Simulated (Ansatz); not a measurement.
Ideal-gas functions of `S[SiH]1CN1` at 800 K and 1 bar, from an Ansatz frequency run at PBE0-D4/def2-TZVP.

Molar mass 91.21 g/mol, point group C1 (symmetry number 1), electronic degeneracy 1, moments of inertia 38.613, 199.56, 201.332 u Å². Harmonic wavenumbers (cm⁻¹, unscaled): 172, 191, 252, 445, 488, 618, 661, 738, 777, 792, 857, 999, 1046, 1104, 1216, 1467, 2258, 2710, 3083, 3159, 3625.

Use S(trans) = R[1.5 ln M + 2.5 ln T − 1.1517]; rotational temperatures θ = 24.2544 K / I; S(rot) = R[ln(√π/σ · √(T³/θAθBθC)) + 1.5]; for each mode x = 1.438777 ν̃/T, S = R[x/(eˣ − 1) − ln(1 − e⁻ˣ)] and H = RT x/(eˣ − 1); 1 cm⁻¹ = 0.0119627 kJ/mol; R = 8.31446 J/(mol·K).

Problem. By hand: the entropy, in J/(mol·K).

Solution. Translation 185.7. Rotation: θ = 0.6281, 0.1215, 0.1205 K, giving 120.1. Vibration, mode by mode: 18.10, 17.24, 14.97, 10.38, 9.66, 7.85, 7.35, 6.55, 6.18, 6.04, 5.49, 4.48, 4.19, 3.86, 3.29, 2.31, 0.74, 0.38, 0.21, 0.19, 0.09, in all 129.5. Electronic 0.0. Sum 435.3 J/(mol·K).

Problem. By hand: H − E and G − E in kJ/mol, counted from the electronic energy.

Solution. Zero-point energy ½ × 26658 × 0.0119627 = 159.5; thermal vibration 55.1; translation, rotation and pV give 4 RT = 26.6. H − E = 241.2 kJ/mol, and G − E = 241.2 − 800 × 435.3/1000 = -107.0 kJ/mol.

Vibration gives 30 % of the entropy. The sum counts one conformer and one mirror image; others add a mixing term.
